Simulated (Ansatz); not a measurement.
CH₆BCl₂P, SMILES `C[B-]([PH3+])(Cl)Cl`, relaxed with RKS PBE0-D4/def2-TZVP in Ansatz 0.2.0 from a PBE-D4/def2-SVP geometry. The force threshold is 0.005 eV/Å; the program also tests the step.

Charge 0, multiplicity 1.

Start:

```xyz
11

C    -1.291   -0.631   -0.589
B    -0.490    0.097    0.582
P     1.432    0.427    0.002
Cl   -1.037    1.835    0.950
Cl   -0.214   -0.927    2.107
H    -0.871   -1.626   -0.847
H    -2.333   -0.799   -0.242
H    -1.353   -0.021   -1.515
H     2.260   -0.696   -0.310
H     2.219    1.079    0.994
H     1.679    1.261   -1.133
```

Q: By how much does the energy fall, and how many steps does the optimiser take? (Best estimate.)

A: The calculation gave: 3.98 kJ/mol, in 5 steps.

Q: Which bonds change most? (Estimate.)

A: Computed: B2–P3 from 2.034 to 1.997 Å; P3–H11 from 1.431 to 1.408 Å; P3–H10 from 1.424 to 1.402 Å; P3–H9 from 1.430 to 1.408 Å.

Q: Give the relaxed structure. (An estimate is asked.)

A: Computed: 
```xyz
11

C    -1.284   -0.628   -0.587
B    -0.461    0.096    0.557
P     1.429    0.427    0.004
Cl   -1.016    1.821    0.930
Cl   -0.199   -0.923    2.079
H    -0.876   -1.611   -0.839
H    -2.307   -0.784   -0.230
H    -1.347   -0.030   -1.500
H     2.230   -0.690   -0.300
H     2.180    1.069    1.000
H     1.651    1.253   -1.114
```
